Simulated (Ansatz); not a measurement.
Breaking the Se1–H2 bond in FHSe (SMILES F[SeH]) (multiplicity 1 held, fragments rigid). Energies count from the point at 1.478 Å.
Geometry at that point (charge 0, multiplicity 1):
```xyz
3

Se    -0.116    -0.223     0.260
H     -0.900    -0.955    -0.757
F      0.537     0.950    -0.896
```

Restricted levels (R-, RO-) in cc, def2 and unpolarised 6-31G sets keep to the state of the molecule at rest. U- levels take the lowest unrestricted solution at each point, which mixes spins at long bonds. Active spaces are followed from a long bond inwards. Curves can end on different states.

Correlated levels freeze the cores. Filled d and f shells under p-block atoms count as core.

The values were computed with Ansatz (an electronic-structure program). 

Energies in eV.

```
R (Å)  R-HF/cc-pVDZ  U-HF/cc-pVDZ  U-MP2/cc-pVDZ  CASSCF(4,3)/cc-pVDZ  FIC-NEVPT4(SD) on CASSCF(4,3)/cc-pVDZ  FIC-MRCISD+Q on CASSCF(4,3)/cc-pVDZ
-----  ------------  ------------  -------------  -------------------  -------------------------------------  -----------------------------------
1.182          1.50          1.50           1.56                 1.65                                   1.61                                 1.59
1.330          0.25          0.25           0.28                 0.34                                   0.31                                 0.31
1.478          0.00          0.00           0.00                 0.00                                   0.00                                 0.00
1.626          0.26          0.26           0.22                 0.15                                   0.18                                 0.18
1.774          0.77          0.77           0.67                 0.52                                   0.58                                 0.59
1.995          1.69          1.61           1.75                 1.18                                   1.28                                 1.29
2.217          2.62          2.05           2.50                 1.79                                   1.92                                 1.93
2.586          3.99          2.32           2.94                 2.47                                   2.63                                 2.65
2.956          5.07          2.39           3.05                 2.80                                   2.98                                 3.00
3.399          6.05          2.41           3.09                 2.94                                   3.14                                 3.15
3.990          6.93          2.42           3.11                 2.99                                   3.19                                 3.21
4.729          7.59          2.42           3.11                 3.00                                   3.20                                 3.22
```

Doubts at one or more of the structures used: a restricted determinant that unrestricted orbitals would lower (R-HF/cc-pVDZ); a spin-contaminated determinant (U-HF/cc-pVDZ, U-MP2/cc-pVDZ); active orbitals that take no part (CASSCF(4,3)/cc-pVDZ, FIC-NEVPT4(SD) on CASSCF(4,3)/cc-pVDZ, FIC-MRCISD+Q on CASSCF(4,3)/cc-pVDZ).
